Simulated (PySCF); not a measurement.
## Finite-field polarisability of Au (gold, neutral)

[Xe] 4f14 5d10 6s1, 2S determinant. Calculation: PySCF 2.14, in def2-TZVPPD with the def2 core potential (60 electrons) (6s5p3d2f1g, 59 functions); scalar relativity through the core potential. Frozen: 5s2 5p6. Energy changes in a uniform field (μhartree):

| axis | F (au) | HF | MP2 | CCSD | CCSD(T) |
| --- | --- | --- | --- | --- | --- |
| x | 0.002 | -96.580 | -53.900 | -73.550 | -71.602 |
| x | 0.004 | -386.158 | -216.010 | -294.198 | -286.428 |

**Question.** Derive α along x at CCSD(T) from the two fields.

**Answer.** With ΔE = −αF²/2 − γF⁴/24, α = −(16 ΔE(F) − ΔE(2F))/(6F²) = 35.80 bohr³.

**Question.** And the mean polarisability at each level?

**Answer.** HF 48.30, MP2 26.93, CCSD 36.78, CCSD(T) 35.80 bohr³. Reference: 36 ± 3 bohr³ (recommended; Schwerdtfeger and Nagle, table of static dipole polarizabilities (2023 update)).
